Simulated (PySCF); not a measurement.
## C₆ coefficients of unlike pairs at UHF

Calculated with PySCF 2.14 from the dipole response of each species, C₆(A,B) = (3/π) ∫ α_A(iu) α_B(iu) du, in atomic units, from isotropic polarisabilities. For ions this is the dispersion term alone; charge-induced terms of lower order in 1/R come first.

| species | configuration | basis | relativity | α (bohr³) | C₆ (like pair) |
| --- | --- | --- | --- | --- | --- |
| C³⁺ | [He] 2s1 (2S) | dyall-av3z (15s9p3d2f) | none | 3.491 | 2.897 |
| In²⁺ | [Kr] 4d10 5s1 (2S) | aug-cc-pVQZ-DK3 (9s8p6d3f2g) | spin-free X2C | 17.47 | 78.70 |
| W⁺ | [Xe] 4f14 5d4 6s1 (6D) | aug-cc-pwCVTZ-PP with ECP60MDF (8s8p7d4f3g) | core potential | 44.26 | 389.4 |
| In³⁺ | [Kr] 4d10 (1S) | aug-cc-pVTZ-PP with one added diffuse shell each of d, f type with ECP28MDF (6s5p5d3f) | core potential | 2.323 | 5.884 |

Estimate C₆ for W⁺ with In²⁺.

The integral gives 173.5. The combination rule 2 C_A C_B / (C_A α_B/α_A + C_B α_A/α_B) gives 173.6 and the geometric mean 175.1.

No spin-orbit coupling is included.

The other pairs:

| pair | C₆ |
| --- | --- |
| In³⁺, In²⁺ | 18.81 |
| In²⁺, C³⁺ | 14.92 |
| W⁺, C³⁺ | 33.46 |
| In³⁺, W⁺ | 38.59 |
| In³⁺, C³⁺ | 3.290 |
